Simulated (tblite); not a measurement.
Compound: C2H8ClSi2 (doublet state).
SMILES with atom numbers: `[SiH3:1][CH2:2][C:3]([SiH3:4])[Cl:5]` (hydrogens: H6, H7, H8 on Si1; H9, H10 on C2; H11, H12, H13 on Si4)

Computed with GFN2-xTB (tblite), gas phase: L-BFGS steps from a force-field or distance-geometry start until the largest atomic force falls under 0.01 eV/Å.

Step 53: E = -443.7753 eV
```
atom  x, y, z in Å  |  force x, y, z in eV/Å
Si1     1.8022   -0.2587    0.8234    0.038  -0.010   0.015
C2      0.5391   -0.7851   -0.5415    0.008   0.022   0.012
C3     -0.4103    0.2906   -0.8311   -0.009   0.048  -0.019
Si4    -2.0559    0.5584   -0.0117   -0.004  -0.009  -0.026
Cl5     0.1745    1.5272   -1.8818   -0.032  -0.035   0.032
H6      2.7188   -1.3832    1.0317   -0.016   0.020  -0.002
H7      1.0471    0.0357    2.0401    0.010  -0.004  -0.004
H8      2.5350    0.9162    0.3564   -0.009  -0.011  -0.001
H9      1.1102   -1.0636   -1.4279    0.019  -0.009  -0.023
H10    -0.0035   -1.6602   -0.1881   -0.006  -0.021   0.012
H11    -3.1223    0.5837   -1.0203    0.009   0.016   0.002
H12    -2.2371   -0.5784    0.8925   -0.016  -0.005   0.007
H13    -2.1021    1.8179    0.7407    0.010  -0.002  -0.005
```

Step 54: E = -443.7757 eV
```
atom  x, y, z in Å  |  force x, y, z in eV/Å
Si1     1.8062   -0.2553    0.8224    0.049  -0.020   0.016
C2      0.5374   -0.7860   -0.5353    0.015   0.028   0.019
C3     -0.4097    0.2907   -0.8260   -0.021   0.052  -0.038
Si4    -2.0594    0.5568   -0.0151   -0.011  -0.006  -0.030
Cl5     0.1761    1.5247   -1.8796   -0.033  -0.039   0.038
H6      2.7251   -1.3805    1.0193   -0.017   0.026   0.006
H7      1.0574    0.0352    2.0440    0.012  -0.003  -0.006
H8      2.5365    0.9207    0.3537   -0.016  -0.015   0.000
H9      1.1064   -1.0697   -1.4212    0.018  -0.010  -0.032
H10    -0.0063   -1.6578   -0.1763   -0.006  -0.026   0.013
H11    -3.1216    0.5957   -1.0284    0.018   0.013   0.008
H12    -2.2508   -0.5858    0.8799   -0.013   0.000   0.004
H13    -2.1017    1.8119    0.7448    0.005   0.001   0.001
```

Question: Estimate the geometry and energy of step 55. (The exact step hangs on the optimiser's Hessian estimate; all steps are aligned on step 54, rigid shifts and turns removed.)

Answer: E = -443.7761 eV, largest force 0.058 eV/Å
```
atom  x, y, z in Å  |  force x, y, z in eV/Å
Si1     1.8118   -0.2512    0.8209    0.041  -0.025   0.010
C2      0.5355   -0.7878   -0.5275    0.018   0.023   0.017
C3     -0.4099    0.2895   -0.8203   -0.025   0.033  -0.041
Si4    -2.0641    0.5548   -0.0193   -0.017  -0.002  -0.024
Cl5     0.1794    1.5218   -1.8724   -0.028  -0.025   0.027
H6      2.7336   -1.3755    1.0041   -0.007   0.020   0.019
H7      1.0699    0.0351    2.0476    0.015  -0.002  -0.004
H8      2.5368    0.9267    0.3489   -0.019  -0.013   0.000
H9      1.1019   -1.0779   -1.4134    0.010  -0.007  -0.030
H10    -0.0090   -1.6567   -0.1618    0.001  -0.019   0.010
H11    -3.1202    0.6116   -1.0382    0.022   0.009   0.009
H12    -2.2697   -0.5947    0.8645   -0.009   0.009  -0.001
H13    -2.1004    1.8048    0.7492   -0.001   0.001   0.008
```

The energy changes by -0.0004 eV. The first-order estimate −F·Δx gives -0.0006 eV and the mean of the old and new forces, exact on a quadratic surface, -0.0004 eV. The step makes an angle of 85° with the force vector and moves no atom by more than 0.026 Å.

The cost below is that of the whole relaxation. Hardware: AMD EPYC 7B13, one thread, shared host. Cost: 0.69 s of wall time.
